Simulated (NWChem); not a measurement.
Species: SnH$_{2}$O, singlet; SMILES [OH][SnH]

Results from NWChem. Low-valent species are run as closed-shell singlets; no triplet was tried in these runs. Coordinates come from a PBE0/def2-SVP optimisation. Not confirmed as a minimum by frequencies. def2 effective core potentials on Sn; no spin-orbit coupling. Ions are spin-unrestricted doublets at the neutral geometry; other ion states weren't tried.

What does the run give for CAM-B3LYP/def2-SVP? Quantities: vertical ionisation energy, ΔSCF (eV); −ε(HOMO) (eV).

The vertical ionisation energy, ΔSCF (eV) is 9.25 and the −ε(HOMO) (eV) comes out as 8.01.
